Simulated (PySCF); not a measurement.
A structure optimised at B3LYP-D3(BJ)/def2-SVP, used in a PySCF frequency run:

```
C
C 1 1.3366
H 2 1.0938 1 120.48
H 2 1.0941 3 117.21 1 179.42
H 1 1.0959 2 121.16 3 -1.08
Se 1 1.9066 5 114.43 2 -176.89
C 6 1.9620 1 97.31 5 -26.18
H 7 1.0979 6 110.69 1 -65.87
H 7 1.0985 8 109.53 6 117.48
H 7 1.0988 8 110.45 9 120.26
```

**Question.** Write its SMILES and formula.

**Answer.** C=C[Se]C, C3H6Se

**Question.** What are its rotational constants (standard atomic weights)?

**Answer.** 11.024, 3.0396, 2.4552 GHz
